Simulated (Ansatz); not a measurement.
Basis sets compared for benzoate (C7H5O2⁻). Charge -1, multiplicity 1. Geometry PBE-D4/def2-SVPD. Ansatz on 4 threads of Arm Neoverse V2 on a shared host; times are rough, and most runs start from earlier orbitals.

```xyz
14

O    -1.1093    2.5918   -1.4884
C    -1.3750    1.9621   -0.4247
O    -2.2550    2.2083    0.4492
C    -0.4973    0.7103   -0.1534
C     0.5172    0.3321   -1.0543
C     1.3123   -0.7994   -0.8132
C     1.1038   -1.5757    0.3408
C     0.0937   -1.2074    1.2473
C    -0.6971   -0.0744    0.9989
H     0.6496    0.9642   -1.9451
H     2.1023   -1.0824   -1.5279
H     1.7261   -2.4640    0.5329
H    -0.0750   -1.8113    2.1539
H    -1.4964    0.2458    1.6839
```

```json
{"level": "PBE-D4/def2-SVPD", "functions": "226", "energy (Eh)": "-419.5241", "HOMO (eV)": "-0.30", "LUMO (eV)": "2.19", "wall time": "3.7 s"}
{"level": "PBE0-D4/def2-SVPD", "functions": "226", "energy (Eh)": "-419.5296", "HOMO (eV)": "-1.94", "LUMO (eV)": "3.03", "wall time": "4.9 s"}
```

(1) Estimate the rows for PBE-D4/def2-TZVPD, PBE0-D4/def2-TZVPD.

## Answers

(1) 
```csv
level,functions,energy (Eh),HOMO (eV),LUMO (eV),wall time
PBE-D4/def2-TZVPD,384,-419.9609,-0.29,2.19,7.5 s
PBE0-D4/def2-TZVPD,384,-419.9666,-1.90,3.02,12 s
```
